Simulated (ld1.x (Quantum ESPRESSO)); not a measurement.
Varying the ultrasoft potential for iodine

Base potential:

ld1.x (Quantum ESPRESSO) 7.5 input, shortened:

```
&input
   title='I', zed=53., rel=1, dft='PBE', iswitch=3,
   config='[Kr] 4d10 5s1 5p6'
 /
 &inputp
   pseudotype=3, tm=.true., lloc=-1, rcloc=1.60,
   nlcc=.false.
 /
4
5S  1  0   1.00   0.00  1.35  1.85  0.0
5S  1  0   0.00  -0.95  1.35  1.85  0.0
5P  2  1   6.00   0.00  2.05  2.50  0.0
5P  2  1   0.00   1.20  2.05  2.50  0.0
 &test
   configts(1)='5s1 5p6'
 /
```

All-electron outer shells of the reference configuration (PBE, scalar-relativistic, ld1.x):

```
shell  level (eV)  outermost node (bohr)  outermost maximum (bohr)
   4p     -128.93                   0.37                      0.72
   4d      -51.59                   0.35                      0.78
   5s      -18.13                   0.88                      1.70
   5p       -7.62                   0.96                      2.02
```

Cutoffs, loose and tight: the cutoffs (Ry, on a coarse ladder) from which the occupation-weighted sum of valence levels, in a spherical-Bessel basis at the reference potential, stays within 10 and 1 mRy of its value at 400 Ry. They do not see the model core or the augmentation charge, which bear on the density cutoff. Test errors are all-electron minus pseudo excitation energies from the reference, over the configurations 5s2 5p5; 5s2 5p4; 5s2 5p3; 5s2 5p5.3; 5s2 5p1; 5s2 5p4.5; 5s2 5p2. A dash means not determined; rows that change the core or the reference have their own tests. The largest error is taken over the tests solved by every variant that gives reliable tests at all: 5s2 5p4; 5s2 5p5; 5s2 5p5.3.

A true bound ghost makes a file unfit for plane-wave use even where its test errors are small: the radial tests pick states by their node count and pass the ghost by.

| change | outcome | cutoff, loose | cutoff, tight | bound ghosts | largest test error (meV) |
| --- | --- | --- | --- | --- | --- |
| base | generated | 10 Ry | 15 Ry | d | +181 |
| core correction a·sin(br)/r model core inside 0.80 bohr | generated | 10 Ry | 15 Ry | d | -21 |
| core correction a·sin(br)/r model core inside 0.98 bohr | generated | 10 Ry | 15 Ry | d | -21 |
| core correction a·sin(br)/r model core inside 1.16 bohr | generated | 10 Ry | 15 Ry | d | -20 |
| core correction a·sin(br)/r model core inside 1.36 bohr | generated | 10 Ry | 15 Ry | d | -19 |
| core correction a·sin(br)/r model core inside 1.60 bohr | generated | 10 Ry | 15 Ry | d | -16 |

(1) What comes out with this change to the base: core correction a·sin(br)/r model core inside 1.84 bohr?

(2) What comes out with this change to the base: core correction a·sin(br)/r model core inside 2.18 bohr?

(3) What comes out with this change to the base: core correction a·sin(br)/r model core inside 2.00 bohr?

## Answers

(1) outcome: generated; cutoff, loose: 10 Ry; cutoff, tight: 15 Ry; bound ghosts: d; largest test error (meV): -11.

(2) outcome: generated; cutoff, loose: 10 Ry; cutoff, tight: 15 Ry; bound ghosts: d; largest test error (meV): +8.2.

(3) outcome: generated; cutoff, loose: 10 Ry; cutoff, tight: 15 Ry; bound ghosts: d; largest test error (meV): -5.9.
